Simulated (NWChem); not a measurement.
Molecule: MgSi2H6; SMILES [SiH3][Mg][SiH3]

All runs: NWChem. The geometry was optimised at PBE0/def2-SVP. Ions are spin-unrestricted doublets at the neutral geometry; other ion states weren't tried.

Task: Estimate the computed values for CAM-B3LYP/def2-SVP. Quantities: vertical ionisation energy, ΔSCF (eV); −ε(HOMO) (eV).

Result: The vertical ionisation energy, ΔSCF (eV) is 8.47 and the −ε(HOMO) (eV) comes out as 7.72.
